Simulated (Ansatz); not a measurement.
Two isomers of CH5FOSi2: A = `FC1O[SiH2][SiH2]1`, B = `O[Si]1(F)C[SiH2]1`.

Program: Ansatz. Geometries: PBE0-D4/def2-TZVP. ΔE: electronic, gas phase. CBS: MP2 limit from def2 TZ/QZ plus the TZ coupled-cluster correction, frozen cores. DFT in def2-TZVPP. B3LYP here is the variant with VWN-RPA as its local correlation; programs differ in this. Each species was taken in one conformer, which may not be the lowest.

A:

```xyz
10

F     1.721   -0.850    1.036
C     1.012    0.265    0.627
O    -0.199    0.327    1.332
Si   -1.406   -0.244    0.295
Si    0.355    0.033   -1.193
H     1.622    1.135    0.885
H    -1.884   -1.603    0.661
H    -2.567    0.681    0.301
H     0.988   -1.051   -1.983
H     0.358    1.306   -1.961
```

B:

Z-matrix (Å, degrees):
```
Si
F 1 1.596
C 1 1.852 2 114.3
O 1 1.628 2 110.3 3 138.8
Si 1 2.226 2 122.3 3 -64.0
H 3 1.090 1 119.1 2 -4.5
H 3 1.090 1 118.9 2 136.8
H 4 0.960 1 118.3 2 -61.6
H 5 1.483 1 123.4 2 -162.3
H 5 1.483 1 122.7 2 1.5
```

Problem. Which is lower in electronic energy at CCSD(T)/CBS, and by how much? (Estimate.)

Solution. The calculation gave: B, by 233.1 kJ/mol.

Problem. Give E(B) − E(A) in kJ/mol with B3LYP, CCSD(T)/def2-TZVPP, B3LYP-D4, PBE0-D4, B2PLYP, ωB97M-V, PBE-D4. (Best estimate.)

Solution. Ansatz gave: B3LYP -219.1, CCSD(T)/def2-TZVPP -226.1, B3LYP-D4 -218.6, PBE0-D4 -219.9, B2PLYP -226.7, ωB97M-V -223.9, PBE-D4 -212.5. None reverses the order clearly.

Largest T1 diagnostic: 0.014.

From PBE to PBE0 (25 % exact exchange), in def2-TZVPP and without D4, E(B) − E(A) moves by −7.3 kJ/mol. In def2-TZVPP, CCSD(T) changes the Hartree–Fock value by −8.3 kJ/mol (the triples alone add +1.1 kJ/mol) and MP2 by −24.5 kJ/mol.
